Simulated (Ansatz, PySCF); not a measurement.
Molecule: H$_{6}$BSiO$_{2}$, charge 1, multiplicity 1. SMILES: [SiH3]B([OH2+])O
Structure (B3LYP-D3(BJ)/def2-TZVP (Ansatz, a program for electronic structure) minimum search):
```xyz
10

O      0.5589     1.2713    -1.1081
B      0.3205     0.2692    -0.2851
O      1.6364    -0.4340    -0.0780
Si    -1.3061    -0.4756     0.6885
H     -0.1616     1.8563    -1.3740
H      2.4520    -0.1236    -0.5182
H      1.7485    -1.2147     0.4888
H     -2.2823    -0.8588    -0.3487
H     -0.8327    -1.6450     1.4612
H     -1.8041     0.6002     1.5663
```
Charge +1, spin multiplicity 1.

Unscaled harmonic wavenumbers (cm⁻¹) in rising order, each level at the stationary point that it reaches from this structure (no distance between atoms moves by over 0.3 Å); the order of modes can differ between levels, and a negative number is imaginary. B3LYP-D3(BJ)/def2-TZVP (PySCF, at the structure above): 42, 180, 249, 310, 333, 457, 512, 577, 598, 638, 778, 872, 888, 936, 936, 1057, 1475, 1626, 2240, 2266, 2276, 3618, 3753, 3809.

HF/3-21G (Ansatz): 47, 196, 341, 343, 452, 533, 625, 653, 666, 754, 845, 937, 946, 990, 998, 1127, 1557, 1782, 2304, 2322, 2329, 3726, 3856, 3921. Zero-point energy 46.1 against 43.5 kcal/mol; where all levels lie over 400 cm⁻¹, the wavenumbers are on average 1.081 times those of B3LYP-D3(BJ)/def2-TZVP.

B3LYP/6-31G* (Ansatz): 38, 155, 182, 310, 332, 455, 510, 579, 603, 640, 778, 869, 888, 928, 931, 1065, 1490, 1654, 2269, 2296, 2306, 3584, 3724, 3773. Zero-point energy 43.4 against 43.5 kcal/mol; where all levels lie over 400 cm⁻¹, the wavenumbers are on average 1.002 times those of B3LYP-D3(BJ)/def2-TZVP.
